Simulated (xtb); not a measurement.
Be(I)(SH) (BeHIS), SMILES [SH][Be][I]. All values are semi-empirical tight-binding results from xtb (GFN2-xTB unless named), good for trends rather than for accurate numbers. Geometry optimised at GFN2-xTB. Other conformers were not sampled.

Optimised geometry:

Bond lengths (Å): Be1–I2 2.199, Be1–S3 1.904, S3–H4 1.317. Bond angles (°): I2–Be1–S3 176.1, Be1–S3–H4 103.1.
Charge 0, spin multiplicity 1.

For metal compounds this method's bond lengths and energies can be far off.

The point group as xtb finds it is Cs, the orbital gap comes out as 4.56 eV and the zero-point energy is 6.5 kcal/mol. The G − E(el) at 298.15 K (modified RRHO) comes out as -11.7 kcal/mol.

Computed atomic charges and the Wiberg bond orders between heavy atoms:
charges (e) Be1 0.59, I2 -0.24, S3 -0.52, H4 0.18. Bond orders Be1–I2 1.21, Be1–S3 1.02.
